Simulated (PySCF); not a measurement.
Spin-rotation constants: `InChI=1S/C7H13B/c1-6-2-3-7(4-6)5-8/h7H,1-5,8H2/t7-/m0/s1`

Molfile (atoms numbered from 1):
```
C7H13B
     RDKit          3D

 21 21  0  0  0  0  0  0  0  0999 V2000
    3.0875    0.1889   -0.3541 B   0  0  0  0  0  0  0  0  0  0  0  0
    1.9282    0.1100    0.6982 C   0  0  0  0  0  0  0  0  0  0  0  0
    0.5789   -0.4163    0.2111 C   0  0  1  0  0  0  0  0  0  0  0  0
   -0.4628   -0.5795    1.3235 C   0  0  0  0  0  0  0  0  0  0  0  0
   -1.7894   -0.6620    0.5692 C   0  0  0  0  0  0  0  0  0  0  0  0
   -1.5879    0.2147   -0.6394 C   0  0  0  0  0  0  0  0  0  0  0  0
   -2.5426    0.6434   -1.4451 C   0  0  0  0  0  0  0  0  0  0  0  0
   -0.1215    0.5279   -0.7733 C   0  0  0  0  0  0  0  0  0  0  0  0
    3.0168   -0.3727   -1.3770 H   0  0  0  0  0  0  0  0  0  0  0  0
    4.0573    0.7884   -0.0920 H   0  0  0  0  0  0  0  0  0  0  0  0
    1.7740    1.0703    1.2006 H   0  0  0  0  0  0  0  0  0  0  0  0
    2.2903   -0.5593    1.4896 H   0  0  0  0  0  0  0  0  0  0  0  0
    0.7252   -1.3862   -0.2752 H   0  0  0  0  0  0  0  0  0  0  0  0
   -0.4541    0.3048    1.9649 H   0  0  0  0  0  0  0  0  0  0  0  0
   -0.2772   -1.4556    1.9448 H   0  0  0  0  0  0  0  0  0  0  0  0
   -1.9750   -1.6892    0.2429 H   0  0  0  0  0  0  0  0  0  0  0  0
   -2.6418   -0.3454    1.1701 H   0  0  0  0  0  0  0  0  0  0  0  0
   -2.3273    1.2613   -2.3005 H   0  0  0  0  0  0  0  0  0  0  0  0
   -3.5780    0.3960   -1.2825 H   0  0  0  0  0  0  0  0  0  0  0  0
    0.2356    0.4101   -1.7962 H   0  0  0  0  0  0  0  0  0  0  0  0
    0.0549    1.5674   -0.4803 H   0  0  0  0  0  0  0  0  0  0  0  0
  1  2  1  0
  2  3  1  0
  3  4  1  0
  4  5  1  0
  5  6  1  0
  6  7  2  0
  6  8  1  0
  8  3  1  0
  1  9  1  0
  1 10  1  0
  2 11  1  0
  2 12  1  0
  3 13  1  6
  4 14  1  0
  4 15  1  0
  5 16  1  0
  5 17  1  0
  7 18  1  0
  7 19  1  0
  8 20  1  0
  8 21  1  0
M  END
```

The calculation used GIAO PBE/pcSseg-1 magnetisability, rotational g tensor and spin-rotation constants, non-relativistic, gas phase (PySCF 2.14.0). Geometry: GFN2-xTB.

Question: Give the nuclear spin-rotation constants along the inertial axes (H = +C I·J) beside the isotropic shieldings.

Answer: Rotational constants 4.1737, 1.3031, 1.0507 GHz. A star marks the isotopologue with that one atom substituted, in its own axes.
```
atom  isotope  Caa (kHz)  Cbb (kHz)  Ccc (kHz)  mean (kHz)  σ (ppm)
  B1      11B      1.846      0.426      0.443       0.905      0.2
  H9       1H     -0.325     -0.045      0.063      -0.102     23.2
 H10       1H      0.280     -0.113     -0.036       0.044     23.3
 H11       1H     -0.482     -0.147      0.046      -0.195     29.6
 H12       1H     -0.357      0.012     -0.125      -0.157     29.9
 H13       1H     -0.380     -0.157      0.043      -0.165     29.2
 H14       1H     -0.491     -0.137      0.031      -0.199     30.3
 H15       1H     -0.398      0.002     -0.092      -0.163     29.7
 H16       1H     -0.410     -0.131      0.029      -0.171     29.0
 H17       1H     -0.160     -0.086     -0.070      -0.105     29.0
 H18       1H     -0.420      0.117     -0.118      -0.140     26.4
 H19       1H      0.264     -0.093     -0.120       0.017     26.4
 H20       1H     -0.392      0.000     -0.077      -0.156     28.8
 H21       1H     -0.444     -0.132      0.021      -0.185     29.8
  C2     13C*      0.733      0.260      0.219       0.404    134.3
  C3     13C*      0.766      0.247      0.225       0.412    134.0
  C4     13C*      0.701      0.231      0.222       0.385    140.0
  C5     13C*      0.743      0.205      0.215       0.388    143.5
  C6     13C*      1.787      0.617      0.211       0.872     21.1
  C7     13C*      1.373      0.498      0.157       0.676     72.5
  C8     13C*      0.687      0.263      0.227       0.392    135.0
```
For the geometry as given, no vibrational averaging.

Question: How do the rotational constants and the g tensor change when H9, H10, H11, H12, H13, H14, H15, H16, H17, H18, H19, H20, H21 are replaced by deuterium?

Answer: Constants 3.1681, 1.0902, 0.8799 GHz; g -0.0296, -0.0126, -0.0079, against -0.0388, -0.0151, -0.0095 before.
